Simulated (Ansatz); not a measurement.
Mg3Zn⁺. Charge 1, multiplicity 2. Geometry PBE/def2-TZVP, basis def2-TZVP, Ansatz.

```tsv
atom	x (Å)	y (Å)	z (Å)
Mg1	-0.4445	0.1968	-2.1617
Mg2	-0.6162	-0.9000	1.9283
Mg3	1.5728	-0.8154	-0.1533
Zn4	-0.5121	1.5186	0.3866
```

```
run  HOMO (eV)  LUMO (eV)
  A      -8.73      -6.90
  B      -8.19      -7.56
  C     -10.47      -5.08
  D      -8.38      -7.26
  E      -8.38      -7.11
```

LC-ωPBE has ω = 0.4 bohr⁻¹. HSE06 is defined as in plane-wave codes, on full-range PBE exchange. The structure comes from a short search, and lower isomers may exist.

HOMO and LUMO are taken over both spins.

Task: The runs used HSE06, LC-ωPBE, PBE, PBE0, r2SCAN. Estimate which is which.

Result: A PBE0 (25 % exact exchange); B PBE (0 % exact exchange); C LC-ωPBE (range-separated); D HSE06 (range-separated); E r2SCAN (0 % exact exchange). Exact exchange lowers occupied and raises empty levels; among semilocal functionals meta-GGAs tend to open the gap a little, and such runs are hard to tell apart. The gap grows from 0.63 eV (PBE) to 5.39 eV (LC-ωPBE). At LC-ωPBE/def2-TZVP the charge 1 doublet is spin-contaminated (final ⟨S²⟩ up to 0.87, 0.75 for a pure state).
